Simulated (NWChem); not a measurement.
Basis-set convergence for H2OSi

```xyz
4

Si     0.4016     0.5130     0.0000
H      1.6190    -0.4836     0.0000
O     -0.8343    -0.6400     0.0000
H     -0.5665    -1.5780     0.0000
```
Charge 0, spin multiplicity 1.

Everything below was run with NWChem. Structure: optimised with PBE/def2-SVP, a minimum by its harmonic frequencies. It is one conformer; others weren't searched.

Quantity: vertical ionisation energy at the level ΔPBE (Δ: difference of total energies, the cation a doublet at the parent's geometry with its hole in an orbital of symmetry a' (Cs labels); it is the state that the SCF runs reached, from PBE0 orbitals for Hartree-Fock references, and need not be the lowest).

The Pople sets run with spherical d functions. The structure started from a generated list of species. No SCF solution was tested for a lower state.

Costs are rough ratios of processor time within this set of runs, SCF included, with 3-21G as 1.

```csv
basis,functions,vertical ionisation energy (eV),relative cost
3-21G,26,(withheld),1
6-31G*,36,9.07,under 3
cc-pVDZ,42,9.05,under 3
pcseg-1,42,9.15,under 3
6-31+G*,44,(withheld),under 3
aug-cc-pVDZ,68,9.15,4
aug-pcseg-1,68,(withheld),3
pcseg-2,92,9.15,4
def2-TZVPD,101,9.15,10
aug-cc-pVTZ,142,9.15,20
```

Problem. Some entries are withheld; supply them.

Solution. 
- 3-21G, vertical ionisation energy (eV): 9.01
- 6-31+G*, vertical ionisation energy (eV): 9.20
- aug-pcseg-1, vertical ionisation energy (eV): 9.18
